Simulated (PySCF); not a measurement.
Computed properties of MgBrI, SMILES [Br][Mg][I]

MgBrI, SMILES [Br][Mg][I]. The structure is a stationary point at PBE0-D3(BJ)/def2-TZVP. The def2 effective core potentials stand for the cores of I; spin–orbit coupling is left out. The values are those of a single conformer. All values are computed for the isolated molecule unless a solvent is named; none is compared with measurement here.

**Structure.** The optimised structure has C∞v symmetry. All 4 harmonic modes at PBE0-D3(BJ)/def2-TZVP (PySCF) are real, so it is a minimum. With heavy atoms numbered as in [Mg:1]([Br:2])[I:3], the shortest bond between them is Mg1–Br2 at 2.322 Å and the longest Mg1–I3 at 2.526 Å.

**Vibrations.** The strongest infrared lines (harmonic, unscaled, degenerate partners summed) lie at 497 cm⁻¹ (134 km/mol, Mg 88 %, Br 9 %), 86 cm⁻¹ (55 km/mol, Mg 89 %). The softest mode is at 86 cm⁻¹ and the zero-point energy is 1.2 kcal/mol.

**Electronic structure.** ωB97X/def2-TZVPD (PySCF) places the frontier levels at -10.06 and -0.20 eV, a gap of 9.86 eV, and gives a dipole moment of 0.38 D and a mean polarisability of 81.8 bohr³.

**Excitations.** TDA-CAM-B3LYP/def2-SVPD (PySCF) has S1 at 4.93 eV (252 nm, f = 0.054, bright); the most intense of the 10 singlets computed lies at 5.61 eV (f = 0.11). Strengths of degenerate partners are summed. T1 (TDA) is at 4.66 eV, 0.27 eV under S1. No vertical singlet excitation falls in the visible range (under 3.1 eV).
